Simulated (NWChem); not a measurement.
Everything below was run with NWChem. System: HBBr2, charge 0, spin multiplicity 1, at a geometry optimised with PBE/def2-SVP. The structure started from a generated list of species. Level: RHF/def2-TZVP.

Job file:

```
start mol
memory heap 200 mb stack 800 mb global 1000 mb
geometry units angstroms nocenter noautoz
  B      0.000000     0.000000    -0.838204
  H      0.000000     0.000000    -2.046236
  Br     1.663139     0.000000     0.089104
  Br    -1.663139     0.000000     0.089104
  symmetry group C2v
end
basis spherical
  * library def2-tzvp
end
scf
  rhf
  nopen 0
  maxiter 100
  thresh 1e-7
  semidirect memsize 60000000 filesize 0
end
task scf energy
```

Output (cleaned and shortened):

```
             Northwest Computational Chemistry Package (NWChem) 7.3.0
             --------------------------------------------------------

                                NWChem Input Module
                                -------------------

 Scaling coordinates for geometry "geometry" by  1.889725989
 (inverse scale =  0.529177249)

 Turning off AUTOSYM since
 SYMMETRY directive was detected!

                             Geometry "geometry" -> ""
                             -------------------------

 Output coordinates in angstroms (scale by  1.889725989 to convert to a.u.)

  No.       Tag          Charge          X              Y              Z
 ---- ---------------- ---------- -------------- -------------- --------------
    1 B                    5.0000     0.00000000     0.00000000    -0.83820400
    2 H                    1.0000     0.00000000     0.00000000    -2.04623600
    3 Br                  35.0000     1.66313900     0.00000000     0.08910400
    4 Br                  35.0000    -1.66313900     0.00000000     0.08910400

 Effective nuclear repulsion energy (a.u.)     308.0269426453

            Nuclear Dipole moment (a.u.)
            ----------------------------
        X                 Y               Z
 ---------------- ---------------- ----------------
     0.0000000000     0.0000000000     0.0000453534

      Symmetry information
      --------------------

 Group name             C2v
 Group number             16
 Group order               4
 No. of unique centers     3

      Symmetry unique atoms

     1    2    3


 Summary of "ao basis" -> "" (spherical)
 ------------------------------------------------------------------------------
       Tag                 Description            Shells   Functions and Types
 ---------------- ------------------------------  ------  ---------------------
 *                         def2-tzvp                  on all atoms

 Summary of "ao basis" -> "ao basis" (spherical)
 ------------------------------------------------------------------------------
       Tag                 Description            Shells   Functions and Types
 ---------------- ------------------------------  ------  ---------------------
 B                         def2-tzvp                11       31   5s3p2d1f
 H                         def2-tzvp                 4        6   3s1p
 Br                        def2-tzvp                16       48   6s5p4d1f

                                 NWChem SCF Module
                                 -----------------

  ao basis        = "ao basis"
  functions       =   133
  atoms           =     4
  closed shells   =    38
  open shells     =     0
  charge          =   0.00
  wavefunction    = RHF
  use symmetry    = T
  symmetry adapt  = T

 Summary of "ao basis" -> "ao basis" (spherical)
 ------------------------------------------------------------------------------
       Tag                 Description            Shells   Functions and Types
 ---------------- ------------------------------  ------  ---------------------
 B                         def2-tzvp                11       31   5s3p2d1f
 H                         def2-tzvp                 4        6   3s1p
 Br                        def2-tzvp                16       48   6s5p4d1f

      Symmetry analysis of basis
      --------------------------

        a1         50
        a2         19
        b1         40
        b2         24

 Forming initial guess at       0.1s

      Superposition of Atomic Density Guess
      -------------------------------------

 Sum of atomic energies:       -5169.83252219

      Non-variational initial energy
      ------------------------------

 Total energy =   -5170.601737
 1-e energy   =   -7811.838459
 2-e energy   =    2333.209780
 HOMO         =      -0.362036
 LUMO         =      -0.003025

      Symmetry analysis of molecular orbitals - initial
      -------------------------------------------------

  Numbering of irreducible representations:

     1 a1          2 a2          3 b1          4 b2

  Orbital symmetries:

     1 a1          2 b1          3 a1          4 b1          5 a1
     6 b1          7 a1          8 b1          9 b2         10 a2
    11 a1         12 b1         13 a1         14 a1         15 b1
    16 a1         17 b2         18 b1         19 a2         20 a1
    21 b1         22 a1         23 b2         24 b1         25 a2
    26 a1         27 b2         28 a2         29 b1         30 a1
    31 b1         32 a1         33 a1         34 b1         35 b2
    36 a2         37 b1         38 a1         39 b2         40 a1
    41 a1         42 b1         43 a1         44 b2         45 b1
    46 a1         47 b1         48 a1

 Starting SCF solution at       4.4s

 ----------------------------------------------
         Quadratically convergent ROHF

 Convergence threshold     :          1.000E-07
 Maximum no. of iterations :          100
 Final Fock-matrix accuracy:          1.000E-09
 ----------------------------------------------

              iter       energy          gnorm     gmax       time
             ----- ------------------- --------- --------- --------
                 1    -5170.1239638428  6.64D-01  2.38D-01      4.5
                 2    -5170.1636425668  2.15D-01  8.29D-02      4.8
                 3    -5170.1694712048  1.76D-02  5.17D-03      5.1
                 4    -5170.1695226997  1.46D-04  5.68D-05      5.7
                 5    -5170.1695227037  7.34D-09  2.01D-09      6.7

       Final RHF  results
       ------------------

         Total SCF energy =  -5170.169522703745
      One-electron energy =  -7813.531678410613
      Two-electron energy =   2335.335213061539
 Nuclear repulsion energy =    308.026942645329

        Time for solution =      2.3s

       Symmetry analysis of molecular orbitals - final
       -----------------------------------------------

  Numbering of irreducible representations:

     1 a1          2 a2          3 b1          4 b2

  Orbital symmetries:

     1 a1          2 b1          3 a1          4 b1          5 a1
     6 b1          7 b2          8 a2          9 a1         10 b1
    11 b1         12 a1         13 a1         14 b1         15 a1
    16 a2         17 b2         18 b1         19 a1         20 b1
    21 a1         22 a2         23 b2         24 b1         25 a1
    26 a2         27 b2         28 b1         29 a1         30 a1
    31 b1         32 a1         33 a1         34 b1         35 b2
    36 a2         37 a1         38 b1         39 b2         40 a1
    41 a1         42 b1         43 a1         44 b2         45 b1
    46 a1         47 b1         48 a1

             Final eigenvalues
             -----------------

              1
    1 -490.0352
    2 -490.0352
    3  -65.1781
    4  -65.1781
    5  -58.5328
    6  -58.5328
    7  -58.5323
    8  -58.5323
    9  -58.5320
   10  -58.5320
   11   -9.8518
   12   -9.8518
   13   -7.7269
   14   -7.4623
   15   -7.4623
   16   -7.4589
   17   -7.4589
   18   -7.4574
   19   -7.4574
   20   -3.2045
   21   -3.2044
   22   -3.2028
   23   -3.2028
   24   -3.2011
   25   -3.2010
   26   -3.1969
   27   -3.1969
   28   -3.1968
   29   -3.1968
   30   -1.0632
   31   -1.0230
   32   -0.6881
   33   -0.5611
   34   -0.5286
   35   -0.4747
   36   -0.4299
   37   -0.4290
   38   -0.4206
   39    0.0542
   40    0.1311
   41    0.1548
   42    0.1713
   43    0.2037
   44    0.2236
   45    0.2445
   46    0.2720
   47    0.3271
   48    0.3277

                       ROHF Final Molecular Orbital Analysis
                       -------------------------------------

 Vector   36  Occ=2.000000D+00  E=-4.299117D-01  Symmetry=a2
              MO Center= -8.7D-14,  3.2D-16,  5.6D-02, r^2= 4.2D+00
   Bfn.  Coefficient  Atom+Function         Bfn.  Coefficient  Atom+Function
  ----- ------------  ---------------      ----- ------------  ---------------
    54      0.385319  3 Br py               102     -0.385319  4 Br py
    48     -0.249701  3 Br py                96      0.249701  4 Br py
    51      0.219773  3 Br py                57      0.219451  3 Br py
    99     -0.219773  4 Br py               105     -0.219451  4 Br py

 Vector   37  Occ=2.000000D+00  E=-4.290000D-01  Symmetry=a1
              MO Center= -1.9D-13,  1.6D-13, -1.3D-01, r^2= 4.1D+00
   Bfn.  Coefficient  Atom+Function         Bfn.  Coefficient  Atom+Function
  ----- ------------  ---------------      ----- ------------  ---------------
    55      0.351894  3 Br pz               103      0.351894  4 Br pz
    49     -0.231110  3 Br pz                97     -0.231110  4 Br pz
    52      0.205498  3 Br pz               100      0.205498  4 Br pz
    58      0.199261  3 Br pz               106      0.199261  4 Br pz

 Vector   38  Occ=2.000000D+00  E=-4.205717D-01  Symmetry=b1
              MO Center=  1.0D-13, -9.2D-15,  2.4D-02, r^2= 4.4D+00
   Bfn.  Coefficient  Atom+Function         Bfn.  Coefficient  Atom+Function
  ----- ------------  ---------------      ----- ------------  ---------------
    55     -0.284524  3 Br pz               103      0.284524  4 Br pz
    53      0.278624  3 Br px               101      0.278624  4 Br px
    49      0.182351  3 Br pz                97     -0.182351  4 Br pz
    47     -0.180381  3 Br px                95     -0.180381  4 Br px
    58     -0.166822  3 Br pz               106      0.166822  4 Br pz

 Vector   39  Occ=0.000000D+00  E= 5.418316D-02  Symmetry=b2
              MO Center= -2.1D-15, -2.9D-13, -7.5D-01, r^2= 3.8D+00
   Bfn.  Coefficient  Atom+Function         Bfn.  Coefficient  Atom+Function
  ----- ------------  ---------------      ----- ------------  ---------------
    13      0.724650  1 B  py                57     -0.387594  3 Br py
   105     -0.387594  4 Br py                10      0.348003  1 B  py
     7      0.302303  1 B  py

 Vector   40  Occ=0.000000D+00  E= 1.311104D-01  Symmetry=a1
              MO Center=  2.8D-13, -1.5D-12, -1.3D+00, r^2= 7.4D+00
   Bfn.  Coefficient  Atom+Function         Bfn.  Coefficient  Atom+Function
  ----- ------------  ---------------      ----- ------------  ---------------
     5      3.297189  1 B  s                 34     -1.489786  2 H  s
     4     -1.116762  1 B  s                 14     -0.990456  1 B  pz
    43     -0.620760  3 Br s                 91     -0.620760  4 Br s
    11      0.332630  1 B  pz                58      0.318380  3 Br pz
   106      0.318380  4 Br pz                33      0.289397  2 H  s

 Vector   41  Occ=0.000000D+00  E= 1.547561D-01  Symmetry=a1
              MO Center= -2.0D-14,  4.8D-15, -3.6D-01, r^2= 7.9D+00
   Bfn.  Coefficient  Atom+Function         Bfn.  Coefficient  Atom+Function
  ----- ------------  ---------------      ----- ------------  ---------------
     4      1.553187  1 B  s                 14      1.118063  1 B  pz
    43     -0.946028  3 Br s                 91     -0.946028  4 Br s
    56      0.803018  3 Br px               104     -0.803018  4 Br px
     5      0.406331  1 B  s                 11      0.160667  1 B  pz

 center of mass
 --------------
 x =   0.00000000 y =   0.00000000 z =   0.03245536

 moments of inertia (a.u.)
 ------------------
          47.042128616272           0.000000000000           0.000000000000
           0.000000000000        1625.820681570658           0.000000000000
           0.000000000000           0.000000000000        1578.778552954386

  Mulliken analysis of the total density
  --------------------------------------

    Atom       Charge   Shell Charges
 -----------   ------   -------------------------------------------------------
    1 B    5     4.85   0.91  1.07  0.50  0.47  0.01  0.80  0.81  0.06  0.05  0.15  0.02
    2 H    1     0.94   0.25  0.51  0.16  0.01
    3 Br  35    35.10   2.00  2.00  1.16  0.78  0.99  0.96  6.00  5.94  1.27  2.80  1.16  8.98  1.02 -0.00  0.04  0.01
    4 Br  35    35.10   2.00  2.00  1.16  0.78  0.99  0.96  6.00  5.94  1.27  2.80  1.16  8.98  1.02 -0.00  0.04  0.01

       Multipole analysis of the density wrt the origin
       ------------------------------------------------

     L   x y z        total         open         nuclear
     -   - - -        -----         ----         -------
     0   0 0 0     -0.000000      0.000000     76.000000

     1   1 0 0      0.000000      0.000000      0.000000
     1   0 1 0      0.000000      0.000000      0.000000
     1   0 0 1     -0.266855      0.000000      0.000045

     2   2 0 0    -32.777991      0.000000    691.437305
     2   1 1 0     -0.000000      0.000000      0.000000
     2   1 0 1      0.000000      0.000000      0.000000
     2   0 2 0    -31.790004      0.000000      0.000000
     2   0 1 1      0.000000      0.000000      0.000000
     2   0 0 2    -31.845261      0.000000     29.481915

 Task  times  cpu:        6.8s     wall:        6.8s

 Total times  cpu:        6.8s     wall:        6.8s
```
